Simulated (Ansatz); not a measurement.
`[O]=[Nb]([OH])([Cl])[Cl]` + H–F → `[O]=[Nb]([OH])([F])[Cl]` + HCl at 600 K and 1 bar (ligand exchange at the Nb–Cl bond).

Isolated molecules relaxed with PBE0-D4/def2-TZVP in Ansatz; ΔE leaves out vibrations. CCSD(T)/CBS adds triple-zeta CCSD(T) − MP2 to the extrapolated MP2 energy (def2 sets, frozen cores). This one scheme is used for every species. def2 core potentials past Kr. For Nb outer-core shells are correlated without core-valence functions, which leaves a few kJ/mol of doubt a bond. One conformer a species, not always the lowest.

```json
{"species": "`[O]=[Nb]([OH])([Cl])[Cl]`", "CCSD(T)/CBS energy (Eh)": "-1127.66427", "H − E (kJ/mol)": "104.3", "S (J/(mol·K))": "435.4"}
{"species": "H–F", "CCSD(T)/CBS energy (Eh)": "-100.39570", "H − E (kJ/mol)": "42.3", "S (J/(mol·K))": "194.0"}
{"species": "`[O]=[Nb]([OH])([F])[Cl]`", "CCSD(T)/CBS energy (Eh)": "-767.67871", "H − E (kJ/mol)": "105.1", "S (J/(mol·K))": "422.3"}
{"species": "HCl", "CCSD(T)/CBS energy (Eh)": "-460.38127", "H − E (kJ/mol)": "35.4", "S (J/(mol·K))": "207.2"}
```

H − E and S are ideal-gas, rigid-rotor, harmonic terms from PBE0-D4/def2-TZVP, for one conformer and one mirror image of each species. 1 Eh = 2625.50 kJ/mol, R = 8.31446 J/(mol·K).

Question: By hand: ΔE, ΔH, ΔS and ΔG.

Answer: ΔE = (-767.67871) + (-460.38127) − (-1127.66427) − (-100.39570) = -0.00001 Eh = 0.0 kJ/mol. Δ(H − E) = 105.1 + 35.4 − 104.3 − 42.3 = -6.1, so ΔH = -6.1 kJ/mol. ΔS = 422.3 + 207.2 − 435.4 − 194.0 = 0.1 J/(mol·K). ΔG = -6.1 − 600 × (0.1)/1000 = -6.2 kJ/mol.

Question: By hand: the equilibrium constant, and the temperature at which ΔG would vanish if ΔH and ΔS stayed fixed.

Answer: log₁₀ K = −ΔG/(RT ln 10) = 0.5. ΔH and −TΔS have one sign here, so there is no such temperature.

The number of gas molecules stays the same, so ΔS is small and ΔH decides. A doubt of 5 kJ/mol in ΔE shifts log₁₀ K by 0.4 here. Other conformers and mirror images would add mixing entropy, several J/(mol·K) or more a flexible species. These are equilibria of isolated gas molecules and say nothing of rates. Largest T1 diagnostic: 0.022 (customary marks: 0.02 for closed shells, 0.045 for open ones).

ΔS is within the doubt of such terms, so its sign, and with it that verdict, could turn.
